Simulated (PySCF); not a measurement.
**How methods differ on the ionisation energy of Ga(2+)**

Ga(2+) [Ar] 3d10 4s1 (2S) → Ga(3+) [Ar] 3d10 (1S), as a difference of total energies. Calculation: PySCF 2.14, in aug-cc-pVQZ-PP with ECP10MDF; scalar relativity through the core potential. The calculations carry no spin-orbit coupling.

| method | ionisation energy (eV) | error (eV) |
| --- | --- | --- |
| UHF | 29.633 | -1.093 |
| LDA | 31.855 | +1.129 |
| PBE | 31.470 | +0.744 |
| PBE0 | 31.102 | +0.376 |
| r2SCAN | 31.298 | +0.572 |
| LC-wPBE | 31.067 | +0.341 |
| BLYP | 31.711 | +0.985 |
| CAM-B3LYP | 31.512 | +0.786 |
| B97-3 | 30.905 | +0.179 |

Reference: 30.726 eV (measured; NIST Atomic Spectra Database, ionization energies).
